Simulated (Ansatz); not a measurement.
Ansatz (an electronic-structure program) input (SVWN5/6-31G* with LANL2DZ past Ar): The .json file joins the Basis Set Exchange's 6-31G* for atoms up to Ar and LANL2DZ past it.

Ansatz 0.2 input:
```yaml
crystal:
  periodic: [false, false, false]
  atoms:
    - {symbol: Zn, position_ang: [-0.30827856, -0.15207599, -0.24021930]}
    - {symbol: O, position_ang: [1.02502665, 0.39964584, 0.78710579]}
    - {symbol: H, position_ang: [1.04814358, 1.36511309, 0.90973271]}
basis:
  gaussian:
    orbitals: 6-31Gs+LANL2DZ.json
hamiltonian:
  xc: {name: SVWN5}
total_charge: 1
output: {forces: true}
```

Output:

```
WARN ansatz: RAYON_NUM_THREADS=1 ignored (pool sized by the plan → 1); use --threads N
Functional definition: SVWN5
integrals: 0.01 GiB planned
428 factors; their error is unknown
mean field: 0.07 GiB planned
mean field evaluation 1: about -3799.0406 eV, gradient 1.2e2 eV
mean field evaluation 2: about -3578.8366 eV, gradient 2.0e2 eV
mean field evaluation 4: about -3826.2130 eV, gradient 2.7e1 eV
mean field evaluation 8: about -3827.1931 eV, gradient 1.4e-1 eV
mean field evaluation 16: about -3827.1805 eV, gradient 1.2e-5 eV
mean field -3827.18048417 eV, -140.6462886371 hartree, gradient 1.2e-5 eV, S^2 0.000000; 0 other end points of the search recorded, 0 dependent functions left out
the calculation of the forces begins
reference -3827.18052045 eV, -140.6462899705 hartree; 10, 10 occupied and 25, 25 virtual orbitals, 428 factors
Total energy: -3827.18052045 eV, -140.6462899705 hartree
Atom 0 at    -0.308279    -0.152076    -0.240219 Å, force     0.168766     0.014364     0.123953 eV/Å
Atom 1 at     1.025027     0.399646     0.787106 Å, force    -0.261191    -0.675041    -0.263418 eV/Å
Atom 2 at     1.048144     1.365113     0.909733 Å, force     0.092425     0.660677     0.139465 eV/Å
Dipole moment:    -0.627895    -0.013435    -0.456783 e Å
```

The dipole moment of an ion depends on the origin.
